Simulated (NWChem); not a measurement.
System: SeBrCl; SMILES [Se](Br)Cl

```xyz
3

Se     0.7465    -0.5844     0.0000
Cl    -0.9693    -1.9204     0.0000
Br    -0.2544     1.5005     0.0000
```
Atoms are numbered in this order, from 1.

All runs: NWChem. Structure relaxed at the PBE0/def2-SVP level. Vertical excitations in the gas phase; the lowest state need not have the same character in each row.

| level | lowest excitation, singlet (eV) | oscillator strength of that lowest state | orbital gap (eV) |
|---|---|---|---|
| PBE/def2-SVP, full TDDFT | (withheld) | 0.000 | (withheld) |
| B3LYP/def2-SVP, full TDDFT | 2.43 | 0.000 | 3.57 |
| Hartree-Fock/def2-SVP, TDHF | 3.13 | 0.000 | 10.49 |
| LRC-wPBEh/def2-SVP, full TDDFT | 2.59 | 0.000 | 7.56 |

### Question
What belongs in the gaps?

### Answer

- PBE/def2-SVP, full TDDFT, lowest excitation, singlet (eV): 2.27
- PBE/def2-SVP, full TDDFT, orbital gap (eV): 1.93
